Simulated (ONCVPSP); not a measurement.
Scattering properties, ONCV potential for copper

ONCVPSP 4.0.1 input, shortened (lines: element, Z, core and valence counts, functional; n l f; lmax; l rc ep ncon nbas qcut; lloc lpopt rc5 dvloc0; l nproj debl; icmod fcfact rcfact), LDA (Perdew-Wang 92), scalar-relativistic:

```
  Cu 29.00    3    3  -001012      upf
    1    0    2.00
    2    0    2.00
    2    1    6.00
    3    0    2.00
    3    1    6.00
    3    2   10.00
    2
    0    1.10    0.00    4    8    8.40
    1    0.85    0.00    4    7   15.90
    2    1.05    0.00    5   10   14.50
    4    5    0.60    2.00
    0    2    3.50
    1    3    2.40
    2    2    1.70
    3    3.00    1.40
```

In the s channel the program set the typed energies aside and used -4.514, 0.250 Ha. In the p channel the program set the typed energies aside and used -2.967, 0.250, 2.650 Ha.

The phase is arctan(r·R′/R) of the radial function R(r), unwrapped; energies in Ha, scanned from -6 to 5 Ha. A pole is an energy at which the radial function vanishes at the test radius. The pseudo phase is shifted by a multiple of π to meet the all-electron one at the reference energy, and phase errors are pseudo minus all-electron; the curves can meet again beyond the range given. Levels narrower than the energy grid can be missing from the lists of poles.

```csv
channel,radius (bohr),reference energy (Ha),"poles, all-electron","poles, pseudo",unbroken range about the reference energy with phases within 0.05 rad,phase error 1 Ha above the reference energy (rad)
s,1.12,-4.51,-3.33,-3.33,the whole range,-0.000
p,0.86,-2.97,1.61,1.61,the whole range,+0.000
d,1.06,-0.51,1.27,1.27,the whole range,-0.000
```

Phases in the d channel:

```tsv
E (Ha)	all-electron	pseudo
-5.96	1.172	1.172
-5.68	1.156	1.156
-5.40	1.138	1.138
-5.12	1.118	1.118
-4.84	1.095	1.095
-4.56	1.068	1.068
-4.28	1.037	1.037
-4.00	1.000	1.000
-3.72	0.956	0.956
-3.44	0.902	0.902
-3.16	0.835	0.835
-2.88	0.750	0.749
-2.60	0.638	0.638
-2.32	0.490	0.490
-2.04	0.294	0.294
-1.76	0.042	0.042
-1.48	-0.251	-0.251
-1.20	-0.544	-0.544
-0.92	-0.797	-0.797
-0.64	-0.995	-0.995
-0.36	-1.145	-1.145
-0.08	-1.260	-1.260
0.20	-1.350	-1.350
0.48	-1.423	-1.423
0.76	-1.482	-1.482
1.04	-1.534	-1.534
1.32	-1.579	-1.579
1.60	-1.620	-1.620
1.88	-1.658	-1.658
2.16	-1.695	-1.695
2.44	-1.730	-1.730
2.72	-1.766	-1.766
3.00	-1.803	-1.803
3.28	-1.842	-1.842
3.56	-1.884	-1.884
3.84	-1.930	-1.930
4.12	-1.982	-1.982
4.40	-2.042	-2.042
4.68	-2.112	-2.112
4.96	-2.197	-2.196
```
